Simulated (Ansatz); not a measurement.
Isolated molecules relaxed with PBE0-D4/def2-TZVP in Ansatz; ΔE leaves out vibrations. CBS: MP2 limit from def2 TZ/QZ plus the TZ coupled-cluster correction, frozen cores. This one scheme is used for every species.

Reaction (formal exchange of groups at the Si–Cl bond): `B[Si](C)(F)Cl` + CH₄ → `B[Si](C)(C)F` + HCl

```
        species  CCSD(T)/def2-TZVPP energy (Eh)
`B[Si](C)(F)Cl`                      -914.44816
            CH₄                       -40.43861
 `B[Si](C)(C)F`                      -494.51289
            HCl                      -460.33125
```

Question: Work out ΔE.

Answer: ΔE = (-494.51289) + (-460.33125) − (-914.44816) − (-40.43861) = 0.04263 Eh = +111.9 kJ/mol. CCSD(T)/CBS gives +114.6 kJ/mol.

Largest T1 diagnostic among the species: 0.011.

In def2-TZVPP, CCSD(T) changes the Hartree–Fock value by −11.1 kJ/mol (the triples alone add +0.3 kJ/mol) and MP2 by −5.3 kJ/mol.
